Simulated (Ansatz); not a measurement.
Start from `[SiH3][Zn][Cl]` and change one atom or group to get `[OH][Zn][SiH3]`.

Ansatz, PBE0-D4/def2-TZVP geometries, multiplicity 1. Each molecule was computed in one conformer, which needn't be the lowest.

Scalar relativity is left out up to krypton.

| property | `[SiH3][Zn][Cl]` |
| --- | --- |
| ideal-gas entropy at 298 K and 1 bar (rigid rotor, harmonic PBE0-D4/def2-TZVP) / J/(mol·K) | 314 |
| HOMO energy (ωB97M-V/def2-TZVPP) / eV | -10.30 |
| LUMO energy (ωB97M-V/def2-TZVPP) / eV | 0.46 |
| zero-point energy (PBE0-D4/def2-TZVP) / kJ/mol | 67.2 |
| size of the dipole moment (ωB97M-V/def2-TZVPP) / D | 2.04 |
| HOMO–LUMO gap (B3LYP/def2-TZVPP) / eV | 6.78 |

(1) Give the same properties after the change, and the shifts. (Estimate.)

## Answers

(1) Computed: 
```tsv
property	`[OH][Zn][SiH3]`	shift
ideal-gas entropy at 298 K and 1 bar (rigid rotor, harmonic PBE0-D4/def2-TZVP) / J/(mol·K)	338	24
HOMO energy (ωB97M-V/def2-TZVPP) / eV	-10.05	0.25
LUMO energy (ωB97M-V/def2-TZVPP) / eV	0.65	0.19
zero-point energy (PBE0-D4/def2-TZVP) / kJ/mol	96.6	29.4
size of the dipole moment (ωB97M-V/def2-TZVPP) / D	1.45	-0.59
HOMO–LUMO gap (B3LYP/def2-TZVPP) / eV	6.66	-0.12
```

With PBE0 the HOMO rises by 0.34 eV and the LUMO rises by 0.25 eV, so the gap narrows by about 0.09 eV. PBE moves the HOMO by 0.69 eV and ωB97M-V by 0.25 eV. The zero-point energy changes by 29.4 kJ/mol with +3 modes. Dipoles are sizes alone; their direction can turn. Modes under 60 cm⁻¹, often nearly free rotors, make the harmonic entropy too high.

B3LYP here is the variant with VWN-RPA as its local correlation; programs differ in this.
